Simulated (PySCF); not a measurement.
## Basis-set dependence of GaF at PBE0

PySCF, UKS reference; singlet, unpaired electrons none; De to Ga + F without counterpoise correction.

```tsv
basis	relativity	functions	Re (Å)	ωe (cm⁻¹)	De (eV)	μ (D)
cc-pVDZ-PP/cc-pVDZ	scalar-relativistic core potentials	37	1.802	637	5.76	-2.24
def2-SVP	no relativity	46	1.779	658	5.93	-1.88
cc-pVTZ-PP/cc-pVTZ	scalar-relativistic core potentials	69	1.785	620	5.92	-2.25
def2-TZVPP	no relativity	79	1.787	619	5.94	-2.22
def2-TZVPPD	no relativity	94	1.788	613	5.97	-2.32
```

Task: How does each smaller set differ from the one with most functions, def2-TZVPPD?

Result: cc-pVDZ-PP/cc-pVDZ: +1.4 pm, +3.9 % in ωe, -0.21 eV in De; def2-SVP: -0.9 pm, +7.3 % in ωe, -0.04 eV in De; cc-pVTZ-PP/cc-pVTZ: -0.3 pm, +1.1 % in ωe, -0.05 eV in De; def2-TZVPP: -0.1 pm, +1.0 % in ωe, -0.03 eV in De. All at PBE0; the set with most functions is neither the basis-set limit nor always the best. The rows treat relativity differently, so the differences are not basis effects alone.

A positive dipole means Ga(−)F(+).
